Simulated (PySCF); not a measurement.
C$_{3}$H$_{7}$O (SMILES C[C](C)O), doublet, at a GFN2-xTB geometry; MP2/6-31G in PySCF.

PySCF was given this input:
```python
from pyscf import gto, scf, mp

mol = gto.Mole()
mol.atom = '''
    O     0.006033    1.399451    0.105213
    C    -0.010526    0.017375    0.172694
    H     0.916916    1.708660    0.146016
    C    -1.341028   -0.598369   -0.069271
    C     1.245830   -0.727813   -0.109824
    H    -1.499287   -0.833974   -1.129629
    H     1.488778   -0.745192   -1.182505
    H    -2.119394    0.093631    0.240890
    H     2.093956   -0.279398    0.411106
    H    -1.439535   -1.527007    0.491629
    H     1.144644   -1.759483    0.219189
'''
mol.basis = '6-31g'
mol.charge = 0
mol.spin = 1
mol.verbose = 4
mol.build()

mf = scf.UHF(mol)
mf.kernel()

pt = mp.MP2(mf)
pt.kernel()
print('E(MP2) = %.10f' % pt.e_tot)
mf.analyze()
```

Problem. Predict the main parts of the log of this PySCF run.

Solution. 
```
PySCF version 2.14.0

[INPUT] verbose = 4
[INPUT] num. atoms = 11
[INPUT] num. electrons = 33
[INPUT] charge = 0
[INPUT] spin (= nelec alpha-beta = 2S) = 1
[INPUT] symmetry False subgroup None
[INPUT] Mole.unit = angstrom
[INPUT] Symbol           X                Y                Z      unit          X                Y                Z       unit  Magmom
[...]
nuclear repulsion = 125.872559688594
number of shells = 34
number of NR pGTOs = 116
number of NR cGTOs = 50
basis = 6-31g
ecp = {}

******** <class 'pyscf.scf.uhf.UHF'> ********
method = UHF
initial guess = minao
damping factor = 0
level_shift factor = 0
DIIS = <class 'pyscf.scf.diis.CDIIS'>
diis_start_cycle = 1
diis_space = 8
diis_damp = 0
SCF conv_tol = 1e-09
SCF conv_tol_grad = None
SCF max_cycles = 50
direct_scf = True
direct_scf_tol = 1e-13
number electrons alpha = 17  beta = 16
Set gradient conv threshold to 3.16228e-05
init E= -192.984173074666

cycle= 1 E= -192.342744566649  delta_E= 0.641  |g|= 0.326  |ddm|= 2.08
cycle= 2 E= -192.399131207726  delta_E= -0.0564  |g|= 0.172  |ddm|= 0.49
cycle= 3 E= -192.41213554892  delta_E= -0.013  |g|= 0.0472  |ddm|= 0.181
cycle= 4 E= -192.414286543324  delta_E= -0.00215  |g|= 0.0136  |ddm|= 0.097
cycle= 5 E= -192.414593561599  delta_E= -0.000307  |g|= 0.00655  |ddm|= 0.0411
cycle= 6 E= -192.414665603529  delta_E= -7.2e-05  |g|= 0.00284  |ddm|= 0.0181
cycle= 7 E= -192.414681171297  delta_E= -1.56e-05  |g|= 0.000947  |ddm|= 0.00927
cycle= 8 E= -192.414682935765  delta_E= -1.76e-06  |g|= 0.000339  |ddm|= 0.00313
cycle= 9 E= -192.414683160113  delta_E= -2.24e-07  |g|= 0.000138  |ddm|= 0.00112
cycle= 10 E= -192.41468319386  delta_E= -3.37e-08  |g|= 5.93e-05  |ddm|= 0.000388
cycle= 11 E= -192.414683200846  delta_E= -6.99e-09  |g|= 1.62e-05  |ddm|= 0.00021
cycle= 12 E= -192.414683201359  delta_E= -5.13e-10  |g|= 5.31e-06  |ddm|= 5.57e-05
Extra cycle  E= -192.414683201396  delta_E= -3.69e-11  |g|= 3.28e-06  |ddm|= 1.13e-05
converged SCF energy = -192.414683201396  <S^2> = 0.76327834  2S+1 = 2.0132346

******** <class 'pyscf.mp.ump2.UMP2'> ********
nocc = (np.int64(17), np.int64(16)), nmo = (50, 50)
E(UMP2) = -192.795385234201  E_corr = -0.380702032805593
E(SCS-UMP2) = -192.796625235147  E_corr = -0.38194203375131
E_corr(same-spin) = -0.086423544940847
E_corr(oppo-spin) = -0.294278487864746
E(MP2) = -192.7953852342
**** SCF Summaries ****
Total Energy =                        -192.414683201395604
Nuclear Repulsion Energy =             125.872559688593554
[...]
spin_pop of  2 H 1s       -0.00514
spin_pop of  2 H 2s        0.00001
spin_pop of  3 C 1s        0.00000
spin_pop of  3 C 2s       -0.01566
spin_pop of  3 C 3s        0.00014
spin_pop of  3 C 2px      -0.03752
spin_pop of  3 C 2py      -0.01589
spin_pop of  3 C 2pz      -0.03229
spin_pop of  3 C 3px       0.00041
spin_pop of  3 C 3py       0.00027
spin_pop of  3 C 3pz       0.00045
spin_pop of  4 C 1s        0.00000
spin_pop of  4 C 2s       -0.01550
spin_pop of  4 C 3s        0.00013
spin_pop of  4 C 2px      -0.03342
spin_pop of  4 C 2py      -0.01753
spin_pop of  4 C 2pz      -0.03494
spin_pop of  4 C 3px       0.00031
spin_pop of  4 C 3py       0.00018
spin_pop of  4 C 3pz       0.00052
spin_pop of  5 H 1s        0.05825
spin_pop of  5 H 2s        0.00043
spin_pop of  6 H 1s        0.06280
spin_pop of  6 H 2s        0.00060
spin_pop of  7 H 1s        0.00972
spin_pop of  7 H 2s       -0.00001
spin_pop of  8 H 1s        0.01781
spin_pop of  8 H 2s        0.00004
spin_pop of  9 H 1s        0.01782
spin_pop of  9 H 2s        0.00005
spin_pop of  10 H 1s        0.01046
spin_pop of  10 H 2s        0.00000
 ** Mulliken Spin Density (per atom)  **
spin density of  0 O =      0.06031
spin density of  1 C =      0.96718
spin density of  2 H =     -0.00513
spin density of  3 C =     -0.10010
spin density of  4 C =     -0.10023
spin density of  5 H =      0.05867
spin density of  6 H =      0.06340
spin density of  7 H =      0.00971
spin density of  8 H =      0.01785
spin density of  9 H =      0.01787
spin density of  10 H =      0.01047
 ** Mulliken pop alpha/beta on meta-lowdin orthogonal AOs **
 ** Mulliken pop       alpha | beta **
In total            17.00000 | 16.00000
 ** Mulliken atomic charges   ( Nelec_alpha | Nelec_beta ) **
charge of  0O =     -0.50887  (     4.28459      4.22428 )
charge of  1C =      0.17449  (     3.39635      2.42917 )
charge of  2H =      0.32265  (     0.33611      0.34124 )
charge of  3C =     -0.29827  (     3.09909      3.19919 )
charge of  4C =     -0.31179  (     3.10578      3.20601 )
charge of  5H =      0.09330  (     0.48269      0.42401 )
charge of  6H =      0.09535  (     0.48403      0.42062 )
charge of  7H =      0.11988  (     0.44491      0.43521 )
charge of  8H =      0.09639  (     0.46073      0.44288 )
charge of  9H =      0.10253  (     0.45767      0.43980 )
charge of  10H =      0.11436  (     0.44805      0.43759 )
Dipole moment(X, Y, Z, Debye):  1.74927, -1.15120, -0.17927
```
